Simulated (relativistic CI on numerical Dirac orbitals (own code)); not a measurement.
**Yb²⁴⁺: sensitivity of the levels to the model**

Base calculation: Dirac-Coulomb-Breit CI, orbitals from a KLI potential per configuration, model QED, unscaled Slater integrals.

Configuration list (outside the closed core [Ar] 3d10): 4s2.4p6.4d10, 4s2.4p6.4d9.4f, 4s2.4p5.4d10.4f, 4s2.4p6.4d9.5s, 4s.4p6.4d10.4f, 4s2.4p6.4d9.5p, 4s2.4p6.4d9.5d, 4s2.4p5.4d10.5s, 4p6.4d10.4f2, 4p6.4d9.4f3, 4p5.4d10.4f3, 4p6.4d9.4f2.5s, 4p6.4d9.4f2.5p, 4p6.4d9.4f2.5d. Double excitations out of closed p, d and f shells are left out; levels of such configurations are missing from the list, as are those of other unlisted configurations, and high levels can miss mixing partners. These lack a partner that the ground configuration has and come out too high: 4s2.4p5.4d10.5s.

Variants: (1) non-relativistic limit. Shifts of the energy above 4s2.4p6.4d10 1S_0, in cm⁻¹, for the lowest level and the first level of each name with at least 55 % of one term (blank where a level changes its place among those of its configuration and J or its character, or is not in the variant):

```csv
Level,Base,Δ(1)
4s2.4p6.4d10 1S_0,0,0
4s2.4p6.4d9.4f 3P°_0,1369902,+1835
4s2.4p6.4d9.4f 3P°_1,1383644,-11907
4s2.4p6.4d9.4f 3P°_2,1410968,-39231
4s2.4p6.4d9.4f 3H°_5,1420842,-10060
4s2.4p6.4d9.4f 3H°_6,1427538,-16756
4s2.4p6.4d9.4f 3F°_3,1441786,
4s2.4p6.4d9.4f 3F°_4,1461737,-23560
4s2.4p6.4d9.4f 3G°_5,1475028,
4s2.4p6.4d9.4f 3D°_1,1481686,-43748
4s2.4p6.4d9.4f 3H°_4,1512812,
4s2.4p6.4d9.4f 3G°_3,1554116,-90345
4s2.4p6.4d9.4f 1F°_3,1571954,-76482
4s2.4p6.4d9.4f 1P°_1,1860535,-52656
4s2.4p6.4d9.5s 3D_3,2250395,+284714
4s2.4p6.4d9.5s 3D_1,2345070,+190039
4s2.4p6.4d9.5p 3P°_2,2554385,+237369
4s2.4p6.4d9.5p 3F°_2,2652227,+156584
4s2.4p6.4d9.5p 3F°_4,2714543,+94268
4s2.4p6.4d9.5p 1P°_1,2722367,+106236
4s2.4p6.4d9.5p 3D°_3,2734086,
4s2.4p5.4d10.4f 3D_1,2781234,-126025
```

At this charge energies of transitions that change n are usually good to better than 1 %, and those within a shell (Δn = 0) to a few per cent.

Ionisation energy from the two ground configurations alone: base 882.135 eV. The NIST ASD value (theoretical) is 882 eV.

LS names give the leading component of a level, which can be under half, so a name can repeat, a term be missing and a line seem to break the LS rules.
